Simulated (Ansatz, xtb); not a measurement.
## Relative energy of two isomers of CH2NSe

We compare X, `[H]/N=C/[Se]`, a doublet, with Y, `N[C]=[Se]`, a doublet. Both are isolated molecules in the gas phase, relaxed with PBE0-D3(BJ)/def2-SVP; the shapes shown needn't be the lowest conformers.

X (Å):

```xyz
5

C    -0.1364    0.1725    0.3377
N    -0.0090   -0.9440   -0.2376
Se    0.3657    1.8081   -0.4730
H    -0.3388   -1.6978    0.3719
H    -0.5428    0.3447    1.3552
```

Y (Å):

| atom | x (Å) | y (Å) | z (Å) |
| --- | --- | --- | --- |
| C | -0.3310 | 1.1121 | -1.4487 |
| N | -1.3482 | 0.6636 | -2.1384 |
| Se | 1.2789 | 0.5865 | -1.0616 |
| H | -2.2074 | 1.2010 | -2.1987 |
| H | -1.3307 | -0.2266 | -2.6387 |

Q: Which of the two would you expect CCSD(T)/def2-SVP electronic energies to favour?

A: Too close to call at this level: CCSD(T)/def2-SVP gives E(Y) − E(X) = +1.07 kcal/mol.

The same difference at several levels:

```
               level              geometry  E(Y) − E(X) (kcal/mol)  departure from the last row (kcal/mol)  job, with rough time for the two
            GFN2-xTB              GFN2-xTB                     +7.78                                   +6.71             optimisation, 0.093 s
           HF/STO-3G              GFN2-xTB                    +16.29                                  +15.22               single point, 1.4 s
  r2SCAN-D4/def2-SVP              GFN2-xTB                     −4.50                                   −5.56               single point, 6.1 s
PBE0-D3(BJ)/def2-SVP  PBE0-D3(BJ)/def2-SVP                     −1.49                                   −2.56                optimisation, 55 s
         HF/def2-SVP  PBE0-D3(BJ)/def2-SVP                     +7.21                                   +6.14           part of the CCSD(T) run
        MP2/def2-SVP  PBE0-D3(BJ)/def2-SVP                     −7.46                                   −8.52           part of the CCSD(T) run
    CCSD(T)/def2-SVP  PBE0-D3(BJ)/def2-SVP                     +1.07                                                        single point, 25 s
```

As drawn, Y has 1 C–N, 1 C=Se, 1 N–H in place of 1 C=N, 1 C–Se, 1 C–H.

r2SCAN-D4/def2-SVP, PBE0-D3(BJ)/def2-SVP, MP2/def2-SVP put the two in the other order. The largest departure from CCSD(T)/def2-SVP is that of HF/STO-3G, 15.22 kcal/mol. MP2 in a larger basis moves the difference by +0.1 kcal/mol, a step that isn't added because spin contamination makes open-shell MP2 unreliable in this search.

With harmonic frequencies from PBE0-D3(BJ)/def2-SVP (ideal gas, rigid rotor, one conformer each, 200 K, 1 atm): on the last row, ΔE + ΔZPE = +1.44, ΔH = +1.45, ΔG = +1.53 kcal/mol.

Open shells are spin-unrestricted, with notable spin contamination under HF/STO-3G, HF/def2-SVP, MP2/def2-SVP, CCSD(T)/def2-SVP. The correlated steps freeze 11 core orbitals; the filled d shell of Se is correlated, in a basis made for valence electrons. Run with Ansatz 0.2.0, xtb 6.7.1; the last row on 1 thread of Arm Neoverse V2 on a shared host.
